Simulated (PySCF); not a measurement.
How the functional moves excitation energies

Species: C2H8AlN.
Structure used (PBE0-D3(BJ)/def2-SVP), in Å, numbered top down from 1:
```xyz
12
C2H8AlN angstrom
C      2.219   -0.071    0.264
N      0.811   -0.086    0.580
Al    -0.584    0.092   -0.514
C     -2.393    0.052    0.232
H      2.763    0.757    0.755
H      2.733   -1.009    0.546
H      2.361    0.055   -0.822
H      0.649   -0.212    1.575
H     -0.240    0.280   -2.056
H     -3.158   -0.035   -0.556
H     -2.616    0.970    0.801
H     -2.535   -0.793    0.926
```

Linear-response calculations in the def2-SVPD basis (PySCF; singlets by full response, triplets Tamm–Dancoff, core orbitals frozen in the response; HF means time-dependent Hartree–Fock). 'Strongest' is the level of largest summed f among the singlets computed (10 roots, of which the last may lack a degenerate partner); it can jump between rows when another state enters that window. S1 is the lowest singlet of each run and needn't be the same state throughout; f(S1) is that of one state. Isolated species at its PBE0-D3(BJ)/def2-SVP geometry (one conformer only).

```csv
functional,kind,S1 (eV),f(S1),strongest (eV),T1 (eV),HOMO (eV),gap (eV),"ionisation energy, ΔSCF (eV)"
LDA,LDA,4.91,0.112,6.96,4.04,-5.56,4.32,9.02
PBE,GGA,4.94,0.108,6.97,4.01,-5.43,4.39,8.80
B3LYP,"global hybrid, 20% exact exchange",5.40,0.112,5.40,4.47,-6.49,6.00,8.89
PBE0,"global hybrid, 25% exact exchange",5.52,0.114,5.52,4.54,-6.70,6.43,8.80
BHandHLYP,"global hybrid, 50% exact exchange",6.07,0.047,7.48,5.08,-7.92,8.40,8.68
CAM-B3LYP,range-separated hybrid,5.85,0.036,5.88,4.89,-8.10,8.74,8.92
wB97X-D,range-separated hybrid,5.88,0.117,5.88,5.03,-8.58,9.98,8.87
```

Question: What does LC-wPBE (range-separated hybrid) give?

Answer: S1 (eV) 6.38, f(S1) 0.120, strongest (eV) 7.89, T1 (eV) 5.30, HOMO (eV) -9.46, gap (eV) 11.02, ionisation energy, ΔSCF (eV) 8.96. S1 runs from 4.91 eV (LDA) to 6.38 eV (LC-wPBE), a spread of 1.47 eV, while the orbital gap spreads over 6.7 eV. Along PBE (0%), B3LYP (20%), PBE0 (25%), BHandHLYP (50%) S1 rises with the share of exact exchange. −ε(HOMO) comes closest to its own ΔSCF ionisation energy with wB97X-D (-0.30 eV) and misses most with LDA (-3.46 eV).

Without π bonds the low states are Rydberg-like; a valence basis with one diffuse set may place them up to an eV too high.
